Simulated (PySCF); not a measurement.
Compound: TMS-CClF2, C4H9ClF2Si.
SMILES with atom numbers: `[CH3:1][Si:2]([CH3:3])([CH3:4])[C:5]([F:6])([F:7])[Cl:8]` (hydrogens: H9, H10, H11 on C1; H12, H13, H14 on C3; H15, H16, H17 on C4)

Computed geometry: GFN2-xTB, gas phase.

Give the optimised bond lengths and angles.

| bond | length (Å) | order |
| --- | --- | --- |
| C1–Si2, Si2–C3, Si2–C4 | 1.899 | single |
| Si2–C5 | 1.966 | single |
| C5–F6, C5–F7 | 1.354 | single |
| C5–Cl8 | 1.788 | single |
| C1–H9 and 8 like bonds | 1.086 | single |

Bonds in one row agree within 0.01 Å and their mean is given. Orders are formal, as drawn. A selection of angles:
| angle | degrees |
| --- | --- |
| Si2–C1–H9 | 111.4 |
| H9–C1–H10 | 107.7 |
| C1–Si2–C3 | 113.7 |
| C1–Si2–C5 | 104.9 |
| C3–Si2–C5 | 104.2 |
| Si2–C5–F6 | 112.1 |
| Si2–C5–Cl8 | 112.2 |
| F6–C5–F7 | 105.0 |
| F6–C5–Cl8 | 107.4 |

Dihedral angles: C1–Si2–C5–F6 179° (antiperiplanar).

The C–Si distances run from 1.898 Å (Si2–C4, drawn single) to 1.966 Å (Si2–C5, drawn single), a spread of 0.068 Å. Si2 (four-coordinate silicon) is distorted tetrahedral (angles from 104.2° to 114.0°).

Point group: Cs (tolerance 0.08 Å). Whether it is a minimum is left open (no frequencies).
